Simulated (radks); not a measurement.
Polarisability of the molybdenum ion Mo+, [Kr] 4d5, at imaginary frequency. Calculated with a radial shooting solver on a logarithmic mesh with Libxc functionals: non-relativistic Kohn-Sham, LB94 model potential, spin-polarised, spherical densities, point nucleus; open shells are filled with parallel spins first (spin-orbit coupling, left out, can overturn this in heavy ions); relativity is left out, which matters for an element this heavy. Response by self-consistent Sternheimer equations with the Hartree and adiabatic LDA kernel.

w (hartree),alpha1(iw) (bohr^3)
0.00266,18.16
0.0143,18.12
0.0360,17.94
0.0697,17.39
0.118,16.20
0.186,14.30
0.280,11.94
0.413,9.500
0.605,7.183
0.892,5.075
1.35,3.251
2.12,1.799
3.59,0.8106
6.94,0.2815
17.5,0.06623

Static values: alpha1 = 18.16 bohr^3 (2.691 angstrom^3; uncoupled 26.22). C6 = 116.9, triple-dipole C9 = 1403 atomic units. One-pole (London) frequency 4 C6 / (3 alpha1^2) = 0.473 hartree, against 0.625 for minus the highest occupied eigenvalue.
